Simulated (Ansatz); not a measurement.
Born–Oppenheimer molecular dynamics of GaH$_{3}$O$_{2}$ (6 atoms, charge 0, multiplicity 1). It goes on from the last frame of an earlier run, with new velocities.

Method: Ansatz 0.2.0, RKS PBE-D4/def2-SVPD.

* ensemble: NVT, Langevin thermostat
* time step: 0.25 fs
* steps asked: 100
* set temperature: 1000 K
* friction: 0.01 /fs
* seed: 467735

Frames 1.25 fs apart, positions in Å, forces in eV/Å.

Velocities at 10 fs (Å/ps):

```
Ga -1.12 -0.18 0.07
H 17.60 -10.62 -4.89
O -1.18 -2.86 0.87
H 14.17 -20.39 20.20
O 2.13 9.68 -1.80
H -17.55 -70.66 -46.77
```

```xyz
6
Properties=species:S:1:pos:R:3:forces:R:3 time_fs=10 energy_less_start_eV=-0.044 T=729
Ga 0.102 -0.114 0.084 -1.69 0.34 0.40
H 0.432 0.693 1.365 -0.31 0.19 0.38
O 1.592 -0.558 -0.743 0.58 -0.11 -1.17
H 1.992 -1.330 -0.339 0.53 -0.55 0.11
O -1.606 -0.480 -0.585 0.56 -0.15 1.09
H -2.183 -0.613 0.215 0.32 0.28 -0.80
6
Properties=species:S:1:pos:R:3:forces:R:3 time_fs=11.25 energy_less_start_eV=-0.035 T=809
Ga 0.100 -0.114 0.085 -1.61 0.24 0.41
H 0.454 0.679 1.362 -0.30 0.25 0.45
O 1.593 -0.561 -0.744 1.29 -1.50 -0.46
H 2.012 -1.358 -0.317 -0.27 0.89 -0.61
O -1.603 -0.467 -0.586 0.96 -0.08 0.27
H -2.200 -0.700 0.149 -0.07 0.20 -0.07
6
Properties=species:S:1:pos:R:3:forces:R:3 time_fs=12.5 energy_less_start_eV=-0.003 T=824
Ga 0.097 -0.113 0.087 -1.42 0.07 0.34
H 0.463 0.664 1.363 -0.28 0.31 0.51
O 1.597 -0.567 -0.747 1.39 -1.93 -0.10
H 2.028 -1.370 -0.303 -0.59 1.41 -0.88
O -1.600 -0.455 -0.588 0.88 -0.08 0.10
H -2.224 -0.790 0.082 0.03 0.22 0.02
6
Properties=species:S:1:pos:R:3:forces:R:3 time_fs=13.75 energy_less_start_eV=-0.013 T=928
Ga 0.094 -0.111 0.088 -1.11 -0.02 0.37
H 0.469 0.654 1.375 -0.29 0.28 0.42
O 1.604 -0.575 -0.750 0.87 -1.35 -0.21
H 2.029 -1.357 -0.299 -0.33 0.92 -0.62
O -1.597 -0.441 -0.587 0.33 -0.32 0.32
H -2.247 -0.882 0.009 0.53 0.48 -0.28
6
Properties=species:S:1:pos:R:3:forces:R:3 time_fs=15 energy_less_start_eV=0.000 T=977
Ga 0.089 -0.110 0.088 -0.69 -0.08 0.40
H 0.476 0.654 1.385 -0.32 0.21 0.27
O 1.612 -0.584 -0.755 -0.05 -0.17 -0.65
H 2.030 -1.330 -0.299 0.29 -0.15 0.01
O -1.593 -0.427 -0.586 -0.32 -0.71 0.52
H -2.262 -0.968 -0.069 1.10 0.91 -0.56
6
Properties=species:S:1:pos:R:3:forces:R:3 time_fs=16.25 energy_less_start_eV=0.056 T=919
Ga 0.084 -0.109 0.090 -0.28 -0.13 0.45
H 0.470 0.656 1.407 -0.35 0.10 0.04
O 1.621 -0.596 -0.758 -0.93 0.89 -1.06
H 2.035 -1.313 -0.301 0.84 -1.09 0.63
O -1.593 -0.413 -0.586 -0.82 -1.11 0.60
H -2.267 -1.044 -0.154 1.54 1.34 -0.67
6
Properties=species:S:1:pos:R:3:forces:R:3 time_fs=17.5 energy_less_start_eV=0.073 T=843
Ga 0.080 -0.109 0.093 0.09 -0.20 0.48
H 0.456 0.654 1.434 -0.38 0.00 -0.18
O 1.632 -0.607 -0.762 -1.17 0.90 -0.86
H 2.053 -1.313 -0.290 0.78 -0.97 0.63
O -1.594 -0.400 -0.585 -1.01 -1.31 0.52
H -2.254 -1.104 -0.238 1.68 1.58 -0.59
6
Properties=species:S:1:pos:R:3:forces:R:3 time_fs=18.75 energy_less_start_eV=0.024 T=864
Ga 0.075 -0.109 0.096 0.39 -0.29 0.47
H 0.442 0.647 1.457 -0.39 -0.05 -0.33
O 1.640 -0.618 -0.765 -0.92 0.22 -0.26
H 2.087 -1.320 -0.274 0.28 -0.18 0.16
O -1.596 -0.388 -0.584 -0.56 -0.82 0.21
H -2.221 -1.133 -0.329 1.21 1.12 -0.25
6
Properties=species:S:1:pos:R:3:forces:R:3 time_fs=20 energy_less_start_eV=0.003 T=986
Ga 0.071 -0.109 0.099 0.65 -0.38 0.41
H 0.429 0.635 1.475 -0.39 -0.07 -0.42
O 1.648 -0.630 -0.767 -0.58 -0.49 0.38
H 2.121 -1.331 -0.254 -0.29 0.63 -0.36
O -1.599 -0.377 -0.581 0.49 0.54 -0.12
H -2.172 -1.138 -0.424 0.13 -0.23 0.11
6
Properties=species:S:1:pos:R:3:forces:R:3 time_fs=21.25 energy_less_start_eV=0.042 T=907
Ga 0.065 -0.108 0.102 0.97 -0.46 0.34
H 0.417 0.620 1.489 -0.39 -0.07 -0.46
O 1.655 -0.641 -0.768 -0.36 -0.93 0.85
H 2.149 -1.345 -0.241 -0.72 1.16 -0.73
O -1.600 -0.363 -0.576 1.12 1.70 -0.11
H -2.119 -1.146 -0.514 -0.62 -1.40 0.10
6
Properties=species:S:1:pos:R:3:forces:R:3 time_fs=22.5 energy_less_start_eV=0.019 T=1005
Ga 0.060 -0.107 0.105 1.30 -0.54 0.19
H 0.404 0.606 1.492 -0.36 -0.02 -0.40
O 1.662 -0.651 -0.771 -0.50 -0.89 0.97
H 2.165 -1.348 -0.240 -0.77 1.19 -0.73
O -1.599 -0.348 -0.572 0.54 1.20 0.08
H -2.074 -1.172 -0.606 -0.22 -0.93 -0.11
6
Properties=species:S:1:pos:R:3:forces:R:3 time_fs=23.75 energy_less_start_eV=-0.023 T=1182
Ga 0.055 -0.105 0.110 1.58 -0.65 -0.01
H 0.390 0.587 1.494 -0.31 0.06 -0.26
O 1.669 -0.663 -0.773 -1.14 -0.18 0.59
H 2.170 -1.327 -0.242 -0.29 0.53 -0.24
O -1.598 -0.330 -0.568 -0.55 -0.58 -0.08
H -2.028 -1.214 -0.702 0.71 0.82 0.00
```

Of the whole run (25 fs, mean temperature of the second half 973 K): A run of 0.025 ps of so small a system gives no equilibrium averages.

Time of the run: 2.9 min on 2 threads of Intel(R) Xeon(R) Platinum 8259CL CPU @ 2.50GHz (Skylake/Cascade Lake), with other jobs on the host, peak memory 0.16 GiB.
